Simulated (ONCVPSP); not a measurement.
# An all-electron radial function and its pseudo partner (Cu)

Columns: radius, all-electron u(r) and pseudo u(r) of the 3s shell (level -114.15 eV) of copper in the configuration [Ne] 3s2 3p6 3d10 4s1; LDA (Perdew-Zunger), scalar-relativistic, ONCV scheme, ONCVPSP 4.0.1.

```json
{"r (bohr)": "0.068", "all-electron": "-0.0035", "pseudo": "0.2273"}
{"r (bohr)": "0.135", "all-electron": "-0.6531", "pseudo": "0.4421"}
{"r (bohr)": "0.202", "all-electron": "-0.6024", "pseudo": "0.6394"}
{"r (bohr)": "0.270", "all-electron": "-0.1461", "pseudo": "0.8142"}
{"r (bohr)": "0.338", "all-electron": "0.3861", "pseudo": "0.9577"}
{"r (bohr)": "0.405", "all-electron": "0.8191", "pseudo": "1.0647"}
{"r (bohr)": "0.473", "all-electron": "1.1147", "pseudo": "1.1367"}
{"r (bohr)": "0.540", "all-electron": "1.2705", "pseudo": "1.1720"}
{"r (bohr)": "0.608", "all-electron": "1.3208", "pseudo": "1.1744"}
{"r (bohr)": "0.675", "all-electron": "1.2948", "pseudo": "1.1474"}
{"r (bohr)": "0.742", "all-electron": "1.2215", "pseudo": "1.0964"}
{"r (bohr)": "0.810", "all-electron": "1.1197", "pseudo": "1.0255"}
{"r (bohr)": "0.878", "all-electron": "1.0056", "pseudo": "0.9416"}
{"r (bohr)": "0.945", "all-electron": "0.8910", "pseudo": "0.8513"}
{"r (bohr)": "1.013", "all-electron": "0.7788", "pseudo": "0.7570"}
{"r (bohr)": "1.080", "all-electron": "0.6760", "pseudo": "0.6655"}
{"r (bohr)": "1.148", "all-electron": "0.5812", "pseudo": "0.5771"}
{"r (bohr)": "1.215", "all-electron": "0.4979", "pseudo": "0.4967"}
{"r (bohr)": "1.283", "all-electron": "0.4235", "pseudo": "0.4232"}
{"r (bohr)": "1.350", "all-electron": "0.3596", "pseudo": "0.3595"}
{"r (bohr)": "1.418", "all-electron": "0.3036", "pseudo": "0.3035"}
{"r (bohr)": "1.485", "all-electron": "0.2563", "pseudo": "0.2562"}
{"r (bohr)": "1.553", "all-electron": "0.2152", "pseudo": "0.2151"}
{"r (bohr)": "1.620", "all-electron": "0.1808", "pseudo": "0.1808"}
{"r (bohr)": "1.688", "all-electron": "0.1513", "pseudo": "0.1512"}
{"r (bohr)": "1.755", "all-electron": "0.1267", "pseudo": "0.1266"}
```

(1) How many radial nodes do the two functions have?

(2) At about which radius was the pseudo-wave matched?

(3) Is the pseudo-wave norm-conserving?

Answers

(1) The all-electron 3s function has n − l − 1 = 2 (the table is too coarse to show those close to the nucleus); the pseudo-wave has 0, since the states of the same l below it are removed with the core.

(2) 1.35 bohr. The columns agree to 0.0005 from 1.28 bohr on; several derivatives are matched, so the curves merge somewhat inside the radius.

(3) Yes: the ONCV scheme keeps the norm inside the radius equal to the all-electron one, which fixes the energy derivative of the logarithmic derivative at the level.
